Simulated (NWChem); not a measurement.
Species: C2H3BFNO; SMILES CB(F)OC#N

```xyz
9

C      0.7163     2.1669     0.0011
B     -0.0171     0.8014     0.0001
F     -1.3296     0.6833     0.0000
O      0.7202    -0.3813    -0.0002
C      0.2049    -1.5614    -0.0001
N     -0.1912    -2.6506    -0.0001
H      0.4114     2.7518     0.8842
H      0.4056     2.7569    -0.8766
H      1.8089     2.0665    -0.0026
```
Atoms are numbered in this order, from 1.

Level: PBE0/def2-SVP (NWChem), optimised geometry, unscaled harmonic frequencies. 

| frequency (cm⁻¹) | IR intensity (km/mol) |
|---|---|
| 44 | 0.3 |
| 111 | 1.5 |
| 130 | 1.6 |
| 309 | 0.0 |
| 435 | 12.2 |
| 465 | 1.6 |
| 541 | 14.9 |
| 578 | 9.3 |
| 776 | 1.5 |
| 867 | 0.7 |
| 893 | 53.5 |
| 1116 | 35.2 |
| 1278 | 78.8 |
| 1351 | 589.1 |
| 1431 | 14.1 |
| 1432 | 256.9 |
| 1437 | 74.3 |
| 2448 | 198.5 |
| 3068 | 1.8 |
| 3150 | 0.0 |
| 3198 | 1.1 |

```yaml
zero_point_energy: 35.8 kcal/mol
thermal correction to the enthalpy at 298.15 K (with zero-point energy): 40.6 kcal/mol
heat capacity Cv: 21.0 cal/(mol K)
entropy at 298.15 K and 1 atm (symmetry number 1): 81.7 cal/(mol K)
dipole_moment: 4.51 D
```

Rigid rotor and harmonic oscillator; modes under 100 cm⁻¹ make the entropy uncertain.
